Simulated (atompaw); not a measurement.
# An all-electron radial function and its pseudo partner (Au)

Columns: radius, all-electron u(r) and pseudo u(r) of the 5s shell (level -117.35 eV) of gold in the configuration [Kr] 4d10 4f14 5s2 5p6 5d10 6s0 6p0; LDA (PW92), scalar-relativistic, PAW (atompaw) scheme, atompaw 4.2.0.5.

```tsv
r (bohr)	all-electron	pseudo
0.081	0.0201	0.2416
0.162	0.3939	0.4738
0.242	-0.3391	0.6855
0.323	-0.6970	0.8750
0.404	-0.4623	1.0337
0.485	0.0393	1.1577
0.565	0.5341	1.2433
0.646	0.9125	1.2919
0.727	1.1410	1.3028
0.808	1.2384	1.2789
0.888	1.2387	1.2261
0.969	1.1749	1.1490
1.050	1.0736	1.0543
1.131	0.9550	0.9469
1.212	0.8324	0.8312
1.292	0.7159	0.7159
1.373	0.6073	0.6073
1.454	0.5101	0.5101
1.535	0.4252	0.4252
1.615	0.3532	0.3532
1.696	0.2911	0.2911
1.777	0.2389	0.2389
1.858	0.1953	0.1953
1.938	0.1596	0.1596
2.019	0.1298	0.1298
2.100	0.1053	0.1053
```

**Question.** How many radial nodes do the two functions have?

**Answer.** The all-electron 5s function has n − l − 1 = 4 (the table is too coarse to show those close to the nucleus); the pseudo-wave has 0, since the states of the same l below it are removed with the core.

**Question.** At about which radius was the pseudo-wave matched?

**Answer.** 1.30 bohr, where the columns begin to agree (steps of 0.08 bohr).

**Question.** Where does each function peak?

**Answer.** Outermost all-electron maximum near 0.89 bohr, pseudo maximum near 0.73 bohr (to the table’s step).

**Question.** Is the pseudo-wave norm-conserving?

**Answer.** No, it belongs to a PAW set: the norm inside the radius is not constrained, and the difference is carried by the augmentation charge.
